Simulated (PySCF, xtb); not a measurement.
isopropylamine cation (C3H9N), SMILES C(N)(C)C (connectivity only; charge and spin as stated), charge +1, multiplicity 2. Other conformers were not sampled.

Harmonic wavenumbers (cm⁻¹) from xtb with GFN2-xTB at its own minimum, in rising order: 143, 199, 207, 343, 393, 427, 479, 840, 863, 927, 977, 988, 994, 1066, 1095, 1191, 1279, 1359, 1383, 1402, 1404, 1423, 1437, 1453, 2533, 2995, 3002, 3041, 3043, 3074, 3077, 3400, 3458.

Problem. What does B3LYP-D3(BJ)/def2-SVP (PySCF) give at its own minimum? (The exact figures need the calculation; the answer reports its results.)

Solution. 155, 202, 239, 357, 401, 421, 687, 803, 879, 958, 969, 983, 1056, 1092, 1147, 1234, 1256, 1383, 1405, 1443, 1455, 1463, 1471, 1579, 2676, 3045, 3049, 3137, 3138, 3162, 3165, 3436, 3557. Paired by order, the mean absolute difference is 50 cm⁻¹ and the zero-point energies are 71.3 and 73.5 kcal/mol.
